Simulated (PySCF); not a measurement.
TeClBr, SMILES Cl[Te]Br.

Geometry: PBE0-D3(BJ)/def2-TZVP. The def2 effective core potentials stand for the cores of Te; spin–orbit coupling is left out.

Level of theory: PBE0/def2-TZVPD (PySCF).

Symmetry labels are those of the subgroup Cs that the program uses (full group Cs).

List the valence orbital energies around the gap with their symmetry. (The exact figures need the calculation; the answer reports its results.)


| orbital | symmetry | energy (eV) |
|---|---|---|
| HOMO−7 | A' | -17.57 |
| HOMO−6 | A' | -11.77 |
| HOMO−5 | A' | -10.90 |
| HOMO−4 | A" | -10.25 |
| HOMO−3 | A' | -9.44 |
| HOMO−2 | A" | -9.21 |
| HOMO−1 | A' | -8.97 |
| HOMO | A" | -6.61 |
| LUMO | A' | -2.87 |
| LUMO+1 | A' | -2.69 |
| LUMO+2 | A' | 0.21 |
| LUMO+3 | A' | 0.62 |
